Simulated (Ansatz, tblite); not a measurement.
Removing and adding an electron: Hg3H12Se3. Charge 0, multiplicity 1. Geometry: PBE-D4/def2-SVP. Ansatz, gas phase; energy differences of separate SCF runs; the oxidised species was run as a doublet alone; the reduced species was run as a doublet alone.

| atom | x (Å) | y (Å) | z (Å) |
| --- | --- | --- | --- |
| Hg1 | -0.4966 | 0.0643 | 3.9419 |
| Hg2 | 1.0288 | -3.3777 | -1.8166 |
| Hg3 | -0.5374 | 3.3146 | -2.1239 |
| Se4 | -0.6177 | 2.0217 | 1.0873 |
| Se5 | 0.3088 | -0.0348 | -2.3611 |
| Se6 | 0.3338 | -1.9825 | 1.2754 |
| H7 | -2.1111 | -0.3295 | 3.7829 |
| H8 | 1.1058 | 0.4596 | 4.1923 |
| H9 | -0.5749 | -3.7906 | -2.0280 |
| H10 | 2.6555 | -3.0433 | -1.6475 |
| H11 | -2.1530 | 2.9573 | -2.3461 |
| H12 | 1.0652 | 3.7489 | -1.9510 |
| H13 | -1.9133 | 2.6554 | 1.4351 |
| H14 | 0.1320 | 3.1523 | 1.6880 |
| H15 | -0.6074 | -0.3031 | -3.4967 |
| H16 | 1.4443 | 0.1886 | -3.2894 |
| H17 | -0.5563 | -3.0898 | 1.7026 |
| H18 | 1.4934 | -2.6112 | 1.9546 |

In the def2 sets Hg takes a core potential; there is no spin–orbit coupling. The xTB rows come from tblite. HOMO above LUMO, or a gap near zero within one spin, warns that the state may not be the lowest or that an electron is smeared out. In the singlet geometry the species has come apart into loosely held pieces. In the doublet geometry the species has come apart into loosely held pieces.

```json
{"level": "GFN1-xTB", "−HOMO (eV)": "12.10", "vertical IE (eV)": "13.98", "−LUMO (eV)": "6.16", "vertical EA (eV)": "3.96", "HOMO–LUMO gap (eV)": "5.94", "IE − EA (eV)": "10.02", "remarks": "–"}
{"level": "GFN2-xTB", "−HOMO (eV)": "11.79", "vertical IE (eV)": "13.57", "−LUMO (eV)": "7.86", "vertical EA (eV)": "5.97", "HOMO–LUMO gap (eV)": "3.93", "IE − EA (eV)": "7.60", "remarks": "–"}
{"level": "PBE-D4/def2-SVP", "−HOMO (eV)": "6.21", "vertical IE (eV)": "–", "−LUMO (eV)": "1.47", "vertical EA (eV)": "-0.27", "HOMO–LUMO gap (eV)": "4.74", "IE − EA (eV)": "–", "remarks": "HOMO above zero (-1 doublet), gap within one spin near zero (-1 doublet)"}
{"level": "PBE0-D4/def2-SVP", "−HOMO (eV)": "7.33", "vertical IE (eV)": "8.74", "−LUMO (eV)": "0.53", "vertical EA (eV)": "-0.59", "HOMO–LUMO gap (eV)": "6.80", "IE − EA (eV)": "9.32", "remarks": "HOMO above zero (-1 doublet)"}
```

Run but left out: PBE-D4/def2-SVP (charge +1 doublet: an occupied level 0.07 eV above an empty one).   A HOMO above zero means that the electron is unbound at that level or that self-interaction error raises the level; the energy of removing that electron tells which. Raw xTB energy differences between charge states are shifted by several eV; the methods need an empirical correction for them. Sets without diffuse functions give affinities that are too small. A negative affinity means that the extra electron isn't bound; its size then hangs on the basis.
